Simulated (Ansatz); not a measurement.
Species: sum formula GaHBr₂ (charge 0, singlet). 
Coordinates optimised at B3LYP-D3(BJ)/def2-TZVP (Ansatz, an electronic-structure program):
SMILES: [Br][GaH][Br]
```xyz
4

Br    -1.3211     1.4799     0.0171
Ga    -0.4892    -0.6554    -0.0104
Br     1.7948    -0.8452    -0.0070
H     -1.4160    -1.8973    -0.0301
```
Charge 0, spin multiplicity 1.

Computed values are from Ansatz. Valence correlation only, unless marked. UHF or UKS for open shells. No spin-orbit coupling. Frozen are the shells of the preceding noble gas and the d and f shells that filled before the atom's block. Non-relativistic. CBS marks a two-point X^-3 extrapolation of the correlation energy; Hartree-Fock from the larger set (for Q and 5 zeta extrapolated as (X+1)exp(-9√X)).

### Question
What is the vertical ionisation energy (to the doublet) at CCSD(T)/CBS(aug-cc-pVTZ,aug-cc-pVQZ)?

### Answer
11.06 eV.

### Question
What is the T1 diagnostic at CCSD/cc-pV5Z?

### Answer
0.009.

### Question
What is the vertical electron affinity (to the doublet; negative means unbound) at CCSD(T)/CBS(aug-cc-pVTZ,aug-cc-pVQZ)?

### Answer
0.32 eV.

### Question
What is the atomisation energy De at CCSD(T)/CBS(cc-pVQZ,cc-pV5Z)?

### Answer
225.6 kcal/mol.

### Question
What is the dipole moment at CCSD(T)/aug-cc-pVDZ?

### Answer
1.45 D.
